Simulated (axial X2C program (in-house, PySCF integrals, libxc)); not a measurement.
What spin–orbit coupling does to YS

Computed with an in-house all-electron X2C program for linear molecules (integrals from PySCF). Spin-free means the one-electron spin-free X2C Hamiltonian; two-component (2c) means X2C with spin–orbit coupling and atomic mean-field two-electron Coulomb and Gaunt terms, so the difference of the two also holds small scalar two-electron terms. Basis: Y dyall-cv3z [11s12p9d6f3g], S dyall-av3z [9s8p3d2f] (cores contracted in-house); Gaussian nuclei, density fitting, unrestricted open shells. Masses: Y 88.906 u, S 31.972 u.

Spin-free state: M_S = 1/2, Λ = 0 (beyond evenly filled blocks: σα); fragments Y + S.

```tsv
level	Re (Å)	ωe (cm⁻¹)	De (eV)	μ (D)
PBE0	2.265	502.6	5.531	-6.32
HF	2.298	507.8	3.533	-7.25
CCSD	2.306	488.4	4.907	n/a
CCSD(T)	2.317	474.8	5.173	n/a
PBE50	2.255	518.7	5.294	-6.64
```

Correlated methods: 9 electrons correlated (number of frozen shells: Y 4 s, 3 p, 1 d; S 2 s, 1 p), 309 virtual spin orbitals or spinors in MP2, 89 natural virtuals in coupled cluster.

Dipoles are positive if S is the positive end.

Two-component determinant lowest at the distance of the search:

Ω = 1/2 (⟨Sz⟩ = 0.50, ⟨Lz⟩ = 0.00 at HF); fragments Y + S.

| level | Re (Å) | ωe (cm⁻¹) | μ (D) |
| --- | --- | --- | --- |
| PBE0 | 2.265 | 502.6 | -6.31 |
| HF | 2.297 | 507.8 | -7.24 |
| CCSD | 2.306 | 488.4 | n/a |
| CCSD(T) | 2.317 | 474.8 | n/a |
| PBE50 | 2.255 | 518.8 | -6.63 |

Task: From the two tables, how do the constants change at the CCSD(T) level (2c against spin-free)?

Result: At the CCSD(T) level Re is unchanged within 0.001 Å and ωe stays the same within 0.2 cm⁻¹.

The state is one determinant whose occupation by symmetry is held fixed; it was picked as the lowest of a PBE0 search that is not exhaustive. De is counted from the lowest determinant-based energies of the atoms at the same level, without counterpoise correction. De is not given where an atomic determinant may have missed its ground term or J level, or where the truncated virtual space spoils (T). Density functionals use the spin component along the axis (collinear). CCSD and (T) use frozen natural virtuals with an MP2 correction for the truncation; (T) itself is uncorrected, so its De runs slightly low. The functionals have no current-density term, which raises determinants with orbital currents, atoms included. The outer-core s and p shells of the metal are frozen in the correlated rows, which leaves out core–valence correlation; for alkali and alkaline-earth bonds that tends to lengthen them. With the outer-core shells frozen, correlated bond lengths of heavy atoms tend to come out a few hundredths of an ångström too long.
